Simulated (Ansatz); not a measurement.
Job for Ansatz (a quantum-chemistry and plane-wave program): R-B3LYP/def2-TZVPP on BrGeHS (SMILES [SH][Ge][Br]), a point of a torsion scan.

Ansatz 0.2 input:
```yaml
crystal:
  periodic: [false, false, false]
  atoms:
    - {symbol: S, position_ang: [-1.37104338, 0.43579026, 0.42875908]}
    - {symbol: Ge, position_ang: [0.76934944, 0.94295063, -0.18762157]}
    - {symbol: Br, position_ang: [0.48606283, 1.38244041, -2.49723752]}
    - {symbol: H, position_ang: [-1.47235751, -0.59020355, -0.41100939]}
basis:
  gaussian:
    orbitals: def2-TZVPP
hamiltonian:
  xc: {name: B3LYP}
scf: {lower_state_search: off}
```

The head of its log:

```
WARN ansatz: RAYON_NUM_THREADS=1 ignored (pool sized by the plan → 1); use --threads N
Functional definition: B3LYP
these checks for a lower state are left out or cut short: stability, starts, cluster_reference, orbital_swaps, neighbouring_geometries, increment
integrals: 0.09 GiB planned
1157 factors; their error is unknown
mean field: 0.79 GiB planned
mean field evaluation 1: about -137418.6171 eV, gradient 2.7e1 eV
mean field evaluation 2: about -137413.6359 eV, gradient 5.1e1 eV
```

**Question.** What total energy does the run end on?

**Answer.** -5050.1225 hartree.
